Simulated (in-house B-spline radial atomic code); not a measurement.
## Al⁵⁺: [He] 2s1 2p4 3p1 (an excited or competing configuration)

Computed with a radial B-spline atomic code at the basis-set limit: non-relativistic CAM-B3LYP, spin-polarised, spherical fractional occupations, point nucleus.

Screening seen three ways: the hydrogenic charge with the same mean radius, Z_r = [3n² - l(l+1)]/(2<r>), the one with the same energy, Z_e = n√(-2ε), and Slater's rules. Values are occupation-weighted means over spin.

```tsv
shell	electrons	ε (eV)	<r> (bohr)	Z_r	Z_e	Slater
1s	2	-1682.4	0.1202	12.48	11.12	12.70
2s	1	-242.48	0.5697	10.53	8.44	9.90
2p	4	-201.59	0.5212	9.59	7.70	9.90
3p	1	-63.131	1.627	7.68	6.46	6.75
```

The least bound orbital is 3p up at -63.13 eV, and it is also the most diffuse (<r> = 1.627 bohr).

Caution: exact exchange at fractional occupations of open shells leaves self-interaction of up to several eV.
